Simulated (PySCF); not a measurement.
Cl2GeH4OSi, SMILES [GeH3][O][SiH](Cl)Cl.

Geometry optimised at PBE-D3(BJ)/def2-SVP. The structure was generated by enumeration, and PubChem lists no compound with its InChIKey, so it may never have been made. The values are those of a single conformer.

Method: PBE-D3(BJ)/def2-SVP run with PySCF.

Frequencies are harmonic and unscaled.

```
mode  ν (cm⁻¹)  IR (km/mol)     moving atoms (share of kinetic energy)
----  --------  -----------  -----------------------------------------
1           23          0.6           Cl 48 %, H 19 %, O 15 %, Ge 15 %
2           48          0.2                            H 83 %, Cl 12 %
3           69          2.6                   Cl 43 %, Ge 41 %, O 10 %
4          175          1.2                    Cl 75 %, Si 14 %, O 9 %
5          244          6.8                            O 60 %, Cl 29 %
6          315         13.5                   Si 43 %, O 29 %, Cl 20 %
7          459         22.6          Si 32 %, Cl 31 %, O 20 %, Ge 13 %
8          550         43.8  Si 32 %, O 21 %, Cl 19 %, H 18 %, Ge 10 %
9          567        108.4                           Si 56 %, Cl 36 %
10         619         37.5                              H 86 %, O 9 %
11         625         34.1                              H 86 %, O 9 %
12         779        137.2                            H 89 %, Si 10 %
13         795        268.1                            H 83 %, Si 12 %
14         831        145.7                                     H 89 %
15         837         57.2                                     H 98 %
16         842         51.1                                     H 98 %
17         998        267.9                    O 67 %, Si 22 %, H 11 %
18        2096         38.4                                    H 100 %
19        2114         98.2                                     H 98 %
20        2123         98.9                                     H 98 %
21        2251         84.1                                     H 97 %
```
